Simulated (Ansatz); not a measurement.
B3As3H12, a cluster cut from wurtzite BAs (hydrogen-capped), 18 atoms. Hardware: 4 threads of Arm Neoverse V2 on a shared host.

The 6-31G sets use Cartesian d functions. Correlated methods freeze 30 core orbitals; core or outer-core shells of As are correlated, in sets that lack core-valence functions.

Problem. How many basis functions does each of these Ansatz runs have, and roughly what does it cost? PBE-D4/def2-TZVPD, charge 0 singlet, energy, from earlier orbitals; MP2/def2-TZVP, charge 0 singlet, energy, from earlier orbitals; HF/STO-3G, charge 0 singlet, energy; PBE-D4/def2-SVP, charge -1 doublet at the geometry of the charge 0 singlet, energy, from earlier orbitals; PBE0-D4/def2-SVP, charge 0 singlet, energy, from earlier orbitals; HF/6-31G, charge 0 singlet, energy; CAM-B3LYP-D4/def2-TZVP, charge 0 singlet, energy and forces, from earlier orbitals; PBE0-D4/def2-TZVP, charge 0 triplet at the geometry of the charge 0 singlet, energy; PBE0-D4/def2-TZVPD, charge 0 singlet, energy, from earlier orbitals; r2SCAN-D4/def2-TZVP, charge 0 singlet, energy, from earlier orbitals; PBE0-D4/def2-SVP, charge -1 doublet at the geometry of the charge 0 singlet, energy; PBE-D4/def2-TZVP, charge 0 triplet at the geometry of the charge 0 singlet, energy, from earlier orbitals.

Solution. Other jobs shared the machine, so times can vary by a factor of up to 3. A dash marks memory too small to be measured apart from the calling script's.

```
                                                                                                      run  functions  fitting or Cholesky vectors  wall time  peak host memory (GiB)
                                                                      HF/STO-3G, charge 0 singlet, energy         81                          929      1.5 s                       –
                                                                       HF/6-31G, charge 0 singlet, energy        138                         1512      2.5 s                       –
                                        PBE0-D4/def2-SVP, charge 0 singlet, energy, from earlier orbitals        198                         1998        7 s                    0.69
PBE-D4/def2-SVP, charge -1 doublet at the geometry of the charge 0 singlet, energy, from earlier orbitals        198                         2247      7.5 s                       –
                      PBE0-D4/def2-SVP, charge -1 doublet at the geometry of the charge 0 singlet, energy        198                         1998       13 s                     1.2
                                       PBE-D4/def2-TZVPD, charge 0 singlet, energy, from earlier orbitals        381                         2328       14 s                    0.97
                                     r2SCAN-D4/def2-TZVP, charge 0 singlet, energy, from earlier orbitals        309                         2154       16 s                    0.69
                                           MP2/def2-TZVP, charge 0 singlet, energy, from earlier orbitals        309                         2172       16 s                     1.3
                                      PBE0-D4/def2-TZVPD, charge 0 singlet, energy, from earlier orbitals        381                         2418       23 s                       2
                       CAM-B3LYP-D4/def2-TZVP, charge 0 singlet, energy and forces, from earlier orbitals        309                         2262       26 s                     1.7
PBE-D4/def2-TZVP, charge 0 triplet at the geometry of the charge 0 singlet, energy, from earlier orbitals        309                         2154       41 s                     1.6
                      PBE0-D4/def2-TZVP, charge 0 triplet at the geometry of the charge 0 singlet, energy        309                         2172       95 s                     2.2
```
